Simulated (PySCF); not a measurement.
How methods differ on the ionisation energy of Ce⁵⁴⁺

Ce⁵⁴⁺ [He] 2s2 → Ce⁵⁵⁺ [He] 2s1 [2s1/2^1, M_J = 1/2], as a difference of total energies. All numbers are calculated (PySCF 2.14, the two-component X2C-1e Hamiltonian, in an uncontracted even-tempered set (17 s from 34 bohr⁻², ratio 2.4; 12 p from 45 bohr⁻², ratio 2.4; 5 d from 140 bohr⁻², ratio 2.6; 4 f from 210 bohr⁻², ratio 2.6)). Correlated levels: nothing frozen; the 26 highest virtual spinors dropped. "Screened" scales the spin-orbit matrix elements by Boettger's factors to mimic the two-electron term; Breit and QED terms are absent.

```
                    method  ionisation energy (eV)
          GMP2 (spin-free)                 11227.3
 GHF (screened spin-orbit)                 11221.8
GMP2 (screened spin-orbit)                 11228.2
```

Q: How much does correlation contribute at GMP2 (screened spin-orbit)?

A: 11228.2 − (11221.8) = 6.4 eV, measured against GHF (screened spin-orbit).

For this ion Breit and QED terms and the two-electron picture change, all absent here, outweigh the correlation shift from GHF to GMP2.

For comparison: 11210 ± 5 eV (theoretical estimate listed by NIST; NIST Atomic Spectra Database, ionization energies).
